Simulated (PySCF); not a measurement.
# BiH₅ + AsH₃ → BiH₃ + AsH₅

Level: PBE0 in the def2-TZVP basis family, computed in PySCF with density fitting; scalar-relativistic core potentials for atoms from Rb on, none lighter, no spin–orbit coupling; open shells unrestricted.

| species | state and structure | ZPE (kJ/mol) | H(298 K) − H(0) (kJ/mol) | S° (J/(mol K)) |
| --- | --- | --- | --- | --- |
| BiH₅ | singlet, D3h, Bi–H 1.788 Å (×3), Bi–H 1.858 Å (×2) | 80.1 | 12.4 | 251.1 |
| AsH₃ | singlet, C3v, As–H 1.522 Å (×3); H–As–H 92.0° (×3) | 57.6 | 10.2 | 222.9 |
| BiH₃ | singlet, C3v, Bi–H 1.787 Å (×3); H–Bi–H 90.4° (×3) | 46.8 | 10.6 | 241.2 |
| AsH₅ | singlet, D3h, As–H 1.529 Å (×3), As–H 1.604 Å (×2) | 98.8 | 11.5 | 230.3 |

Q: Is the gas-phase reaction uphill or downhill in electronic energy at this level, and by how much?

A: At PBE0/def2-TZVP, ΔE = -95.2 kJ/mol, downhill. The heavier bismuth gives up the higher oxidation state, the inert-pair effect.

Q: Add zero-point, thermal and entropy terms for 298.15 K and 1 bar.

A: ΔZPE = 7.9 and Δ[H(298) − H(0)] = -0.5 kJ/mol give ΔH° = -87.8 kJ/mol. ΔS° = -2.5 J/(mol K), so ΔG° = -87.8 − 298.15 × (-0.0025) = -87 kJ/mol and log₁₀K = 15.3.

Spin–orbit coupling is large for BiH₅, BiH₃ and is left out. The structures come from searches over a few start shapes, so lower isomers are not excluded.
